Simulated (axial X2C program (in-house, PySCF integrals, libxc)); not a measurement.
**ScGe along the bond: PBE, spin-free**

Calculated with an in-house relativistic program for diatomic molecules. Spin-free means the one-electron spin-free X2C Hamiltonian. Basis: Ge dyall-cv3z [9s9p7d4f1g], Sc dyall-cv3z [10s11p7d5f2g] (cores contracted in-house); Gaussian nuclei, density fitting, unrestricted open shells. Masses: Ge 73.921 u, Sc 44.956 u.

State: M_S = 3/2, Λ = 0 (beyond evenly filled blocks: σα, π+α, π-α). Dipoles are positive if Sc is the positive end.

| R (Å) | μ (D) | HOMO (eV) | LUMO (eV) | ⟨S²⟩ |
| --- | --- | --- | --- | --- |
| 2.405 | 2.759 | -3.87 | -3.46 | 3.777 |
| 2.481 | 2.803 | -3.87 | -3.38 | 3.777 |
| 2.558 | 2.834 | -3.87 | -3.42 | 3.777 |
| 2.647 | 2.854 | -3.88 | -3.47 | 3.778 |
| 2.737 | 2.863 | -3.89 | -3.52 | 3.779 |
| 2.852 | 2.858 | -3.91 | -3.59 | 3.781 |

Question: The minimum lies at 2.565 Å. What is the dipole moment there, and its slope?

Answer: At PBE, spin-free, with the sign and origin stated: μ = 2.84 D, dμ/dR = 0.30 D/Å.

The state is one determinant whose occupation by symmetry is held fixed; it was picked as the lowest of a PBE0 search that is not exhaustive. PBE0 can misorder states that lie within some tenths of an eV, so this need not be the ground state of the molecule. The nearest other spin-free determinant of the search, M_S = 1/2, Λ = 0, lies 0.08 eV up at the distance of the search.
